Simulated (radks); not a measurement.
The numbers below are computed, except where a source is named.
Initial-state core-level shifts of the strontium ion Sr+ when its valence configuration changes from [Kr] 5s1. Code: a radial shooting solver on a logarithmic mesh with Libxc functionals. Model: Dirac Kohn-Sham, PBE, spin-unpolarised, spherical densities, finite nucleus; open shells fill j = l - 1/2 first; Fermi nuclear charge, rms radius 4.224 fm. Shifts are changes of the shell-averaged eigenvalues in eV (positive: less bound); the change of the density at the nucleus, which sets a Mossbauer isomer shift, is in e/bohr^3, on a base of 6.098e+04.

valence,2s,2p,3s,3d,density at nucleus
4d1,+2.177,+2.163,+2.149,+2.165,-8.422
5p1,-1.222,-1.220,-1.224,-1.222,-7.251
4d0.5 5p0.5,+0.580,+0.573,+0.561,+0.570,-7.930
4d0.5 5s0.5,+1.175,+1.168,+1.158,+1.167,-4.428
5s0.5 5p0.5,-0.614,-0.613,-0.615,-0.614,-3.593
